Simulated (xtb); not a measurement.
H2O4S, triplet, from a rough starting geometry (a higher spin typed on purpose: for a closed-shell molecule this is an excited state); GFN2-xTB (xtb 6.7.1).

Input for xtb:
```
$ xtb mol.xyz --gfn 2 --uhf 2 --opt vtight --json

# file mol.xyz
7

O     -0.66708454     1.11326833     0.27304850
S     -0.23893170    -0.39754976    -0.00660965
O     -0.78437482    -0.74059203    -1.24877047
O     -0.45994498    -1.19236826     1.05276248
O      1.28786466    -0.11955943    -0.23374116
H     -0.88520315     1.43971590    -0.54558039
H      1.73525897    -0.26990775     0.64337618
```

It wrote (shortened):

```
   ID    Z sym.   atoms
    1    8 O      1, 3-5
    2   16 S      2
    3    1 H      6, 7

           -------------------------------------------------
          |                Calculation Setup                |
           -------------------------------------------------

           -------------------------------------------------
          |                 G F N 2 - x T B                 |
           -------------------------------------------------

          ...................................................
          :                      SETUP                      :
          :.................................................:
          :  # basis functions                  28          :
          :  # atomic orbitals                  27          :
          :  # shells                           13          :
          :  # electrons                        32          :
          :  max. iterations                   250          :
          :  Hamiltonian                  GFN2-xTB          :
          :  restarted?                      false          :
          :  GBSA solvation                  false          :
          :  PC potential                    false          :
          :  electronic temp.          300.0000000     K    :
          :  accuracy                    1.0000000          :
          :  -> integral cutoff          0.2500000E+02      :
          :  -> integral neglect         0.1000000E-07      :
          :  -> SCF convergence          0.1000000E-05 Eh   :
          :  -> wf. convergence          0.1000000E-03 e    :
          :  Broyden damping             0.4000000          :
          :  net charge                          0          :
          :  unpaired electrons                  2          :
          ...................................................

 iter      E             dE          RMSdq      gap      omega  full diag
   1    -20.2840624 -0.202841E+02  0.886E+00    1.19       0.0  T
   2    -20.1925694  0.914930E-01  0.620E+00    1.30       1.0  T
   3    -20.2052332 -0.126638E-01  0.594E+00    1.69       1.0  T
   4    -20.2362808 -0.310476E-01  0.355E+00    1.94       1.0  T
   5    -20.2534673 -0.171866E-01  0.279E+00    2.03       1.0  T
   6    -20.2713108 -0.178435E-01  0.220E+00    2.06       1.0  T
   7    -20.2901237 -0.188129E-01  0.131E+00    2.14       1.0  T
   8    -20.2666037  0.235200E-01  0.200E+00    2.19       1.0  T
   9    -20.2979773 -0.313736E-01  0.757E-01    2.25       1.0  T
[...]
 * total energy  :   -20.3645429 Eh     change       -0.1338627E-03 Eh
 * total energy  :   -20.3646049 Eh     change       -0.6205460E-04 Eh
 * total energy  :   -20.3646564 Eh     change       -0.5151744E-04 Eh
 * total energy  :   -20.3646662 Eh     change       -0.9748543E-05 Eh
 * total energy  :   -20.3646759 Eh     change       -0.9720048E-05 Eh
 * total energy  :   -20.3646796 Eh     change       -0.3744857E-05 Eh
 * total energy  :   -20.3646832 Eh     change       -0.3534763E-05 Eh
 * total energy  :   -20.3646847 Eh     change       -0.1520639E-05 Eh
 * total energy  :   -20.3646852 Eh     change       -0.5292417E-06 Eh
 * total energy  :   -20.3646858 Eh     change       -0.5929245E-06 Eh
 * total energy  :   -20.3646860 Eh     change       -0.1544008E-06 Eh
 * total energy  :   -20.3646860 Eh     change       -0.2775113E-07 Eh
   *** GEOMETRY OPTIMIZATION CONVERGED AFTER 43 ITERATIONS ***
         :: total energy             -20.364686009710 Eh    ::
[...]

     #   Z          covCN         q      C6AA      α(0)
     1   8 O        1.352    -0.482    22.904     6.440
     2  16 S        3.083     1.290    98.737    16.724
     3   8 O        0.860    -0.512    24.042     6.574
     4   8 O        0.860    -0.528    24.410     6.624
     5   8 O        1.651    -0.448    21.805     6.304
     6   1 H        0.805     0.331     0.635     1.251
     7   1 H        0.805     0.349     0.591     1.207

 Mol. C6AA /au·bohr⁶  :        936.880184
 Mol. C8AA /au·bohr⁸  :      25790.083571
 Mol. α(0) /au        :         45.124708

Wiberg/Mayer (AO) data.
largest (>0.10) Wiberg bond orders for each atom

 ---------------------------------------------------------------------------
     #   Z sym  total        # sym  WBO       # sym  WBO       # sym  WBO
 ---------------------------------------------------------------------------
     1   8 O    1.725 --     6 H    0.884     5 O    0.444     2 S    0.296
     2  16 S    4.377 --     3 O    1.717     4 O    1.672     5 O    0.684
                             1 O    0.296
     3   8 O    1.999 --     2 S    1.717     4 O    0.169
     4   8 O    1.958 --     2 S    1.672     3 O    0.169
     5   8 O    2.115 --     7 H    0.865     2 S    0.684     1 O    0.444
     6   1 H    0.890 --     1 O    0.884
     7   1 H    0.878 --     5 O    0.865
 ---------------------------------------------------------------------------

Topologies differ in total number of bonds
Writing topology from bond orders to xtbtopo.mol

molecular dipole:
                 x           y           z       tot (Debye)
 q only:        0.044       0.912       0.370
   full:        0.314       1.073       0.299       2.941
molecular quadrupole (traceless):
                xx          xy          yy          xz          yz          zz
 q only:        5.364      -1.062      -3.769      -0.020      -1.502      -1.595
  q+dip:        5.513      -1.853      -3.616       0.595      -1.823      -1.897
   full:        5.807      -1.985      -3.616       0.397      -1.700      -2.190

optimized geometry written to: xtbopt.xyz

           -------------------------------------------------
          | TOTAL ENERGY              -20.364686009710 Eh   |
          | GRADIENT NORM               0.000051228099 Eh/α |
          | HOMO-LUMO GAP               5.884587617261 eV   |
           -------------------------------------------------

normal termination of xtb
```
